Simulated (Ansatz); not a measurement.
Ansatz (a first-principles code) input (CCSD(T)/def2-SVPD):

Ansatz 0.2 input:
```yaml
crystal:
  periodic: [false, false, false]
  atoms:
    - {symbol: Sc, position_ang: [0.45952104, 0.15337693, 0.55001912]}
    - {symbol: Cl, position_ang: [1.06729455, 0.22866685, -1.55870886]}
    - {symbol: Cl, position_ang: [-1.63493819, -0.41813248, 0.87927348]}
basis:
  gaussian:
    orbitals: def2-SVPD
total_charge: 1
magnetization: {spin_polarized: false}
correlation: {method: ccsd_t, electrons: outside_noble_gas}
output: {forces: true}
```

Output:

```
Functional definition: HF
integrals: 0.09 GiB planned
860 factors; integrals over basis functions are off by at most 5.7e-4 eV
mean field: 0.33 GiB planned
mean field evaluation 1: about -45663.4210 eV, gradient 3.9e1 eV
mean field evaluation 2: about -45663.4753 eV, gradient 3.9e1 eV
mean field evaluation 4: about -45668.5843 eV, gradient 2.4e0 eV
mean field evaluation 8: about -45668.6402 eV, gradient 2.2e-1 eV
mean field evaluation 16: about -45663.4207 eV, gradient 3.9e1 eV
mean field -45668.64080755 eV, -1678.2915943609 hartree, gradient 1.9e-6 eV, S^2 0.000000; 0 other end points of the search recorded, 0 dependent functions left out
19 core orbitals not correlated
reference -45668.64080755 eV, -1678.2915943609 hartree; 8, 8 occupied and 61, 61 virtual orbitals, 860 factors
densities: 0.27 GiB planned
second order -9.24920484 eV of doubles, -0.00000000 eV of singles
coupled cluster: 0.20 GiB planned
cycle   1  -9.46085843 eV  change   -2.1e-1 eV  update   1.2e-1
cycle   2  -9.71301176 eV  change   -2.5e-1 eV  update   5.4e-2
cycle   3  -9.78279487 eV  change   -7.0e-2 eV  update   2.6e-2
cycle   4  -9.77946002 eV  change    3.3e-3 eV  update   5.6e-3
cycle   5  -9.77549488 eV  change    4.0e-3 eV  update   2.2e-3
cycle   6  -9.77522691 eV  change    2.7e-4 eV  update   7.7e-4
cycle   7  -9.77548791 eV  change   -2.6e-4 eV  update   3.1e-4
cycle   8  -9.77561734 eV  change   -1.3e-4 eV  update   1.2e-4
cycle   9  -9.77560784 eV  change    9.5e-6 eV  update   4.2e-5
cycle  10  -9.77559368 eV  change    1.4e-5 eV  update   1.4e-5
cycle  11  -9.77559359 eV  change    9.5e-8 eV  update   5.5e-6
perturbative correction -0.44960014 eV, -0.0165225005 hartree
the calculation of the forces begins
Total energy: -45678.86600128 eV, -1678.6673632996 hartree
Atom 0 at     0.459521     0.153377     0.550019 Å, force     0.363190     0.121224     0.434716 eV/Å
Atom 1 at     1.067295     0.228667    -1.558709 Å, force     0.196437     0.029873    -0.558423 eV/Å
Atom 2 at    -1.634938    -0.418132     0.879273 Å, force    -0.559627    -0.151097     0.123707 eV/Å
Dipole moment:     0.879459     0.293542     1.052660 e Å
```
